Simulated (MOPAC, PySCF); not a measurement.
H$_{3}$B, SMILES `B`, neutral singlet in the gas phase. 

Cartesian coordinates (Å):
SMILES: B
```xyz
4

B      0.0000     0.0000     0.0001
H     -0.6893    -0.9727     0.0016
H     -0.4978     1.0833     0.0007
H      1.1870    -0.1106    -0.0024
```
Charge 0, multiplicity 1.

All levels are single points at this geometry (r2SCAN-D4/def2-TZVP); Pople sets use spherical d functions. Orbital energies aren't observables, and empty levels follow the basis.

```tsv
level	HOMO (eV)	LUMO (eV)	gap (eV)	dipole (D)	vertical IE, Delta-SCF (eV)
r2SCAN-D4/def2-TZVP in PySCF	-8.82	-2.53	6.29	0.00	12.95
B3LYP/3-21G in PySCF	-9.72	-2.03	7.69	0.00	–
B3LYP/6-31G* in PySCF	-9.57	-1.78	7.79	0.00	13.11
M06-2X/6-31G* in PySCF	-11.17	-0.53	10.64	0.00	–
PBE/6-31G* in PySCF	-8.29	-2.68	5.62	0.00	–
SVWN5/6-31G* in PySCF	-8.27	-3.00	5.27	0.00	–
HF/STO-3G in PySCF	-12.57	6.52	19.09	0.00	–
AM1 in MOPAC	-11.85	1.60	13.45	0.00	–
PM6 in MOPAC	-11.70	-0.30	11.41	0.00	–
```
